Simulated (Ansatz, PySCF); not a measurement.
Species: dichloro(dimethyl)silane, C2H6Cl2Si (charge 0, singlet). 
Structure (B3LYP-D3(BJ)/def2-TZVP (Ansatz, a program for electronic structure) minimum search):
SMILES: C[Si](C)(Cl)Cl
```xyz
11

Si    -0.0199    -0.3173    -0.1053
Cl     0.0323     1.3658    -1.3087
Cl     0.0730     0.3104     1.8648
C     -1.6351    -1.1886    -0.3743
C      1.4755    -1.3526    -0.4688
H     -2.4718    -0.5287    -0.1441
H     -1.7231    -1.5087    -1.4144
H     -1.7015    -2.0684     0.2687
H      1.4664    -1.6768    -1.5113
H      1.4880    -2.2366     0.1719
H      2.3893    -0.7850    -0.2917
```
Charge 0, spin multiplicity 1.

Wanted: atomisation energy (electronic, to ground-state atoms), in kcal/mol. Cores are frozen in the correlated levels unless marked. Open shells are spin-unrestricted. Spin-orbit coupling is left out. Non-relativistic. The coupled-cluster limit lacks core correlation, which all-electron functionals hold. CBS(X,Y): correlation extrapolated as X^-3; Hartree-Fock from the larger set. The bracket is a focal-point correction in the basis named.

```tsv
level	program	atomisation energy (kcal/mol)	minus last row	rough core time
HF/def2-TZVPD	PySCF	742.4	-230.0	-
B97M-V/def2-TZVPD	Ansatz	976.9	4.5	27 s
PBE0/def2-TZVP	Ansatz	967.0	-5.4	under 20 s
r2SCAN0-D4/def2-TZVPD	Ansatz + dftd4	966.6	-5.8	28 s
HSE06-D4/def2-TZVPD	Ansatz + dftd4	973.7	1.3	21 s
B2PLYP/def2-TZVPD	Ansatz	953.8	-18.6	21 s
MP2/6-31G	Ansatz	786.7	-185.7	-
SCS-MP2/STO-3G	Ansatz	1013.3	40.9	-
RI-MP2/CBS(aug-cc-pV(T+d)Z,aug-cc-pV(Q+d)Z)+[CCSD(T)-MP2]/aug-cc-pV(D+d)Z	Ansatz	971.8	-0.6	3 min
RI-MP2/CBS(cc-pV(T+d)Z,cc-pV(Q+d)Z)+[CCSD(T)-MP2]/cc-pV(T+d)Z	Ansatz	972.4	0.0	-
```

Core times are rough, on shared machines, summed over the molecules involved; a dash marks a level read off another run, or run on other hardware, by another program or under a memory cap.
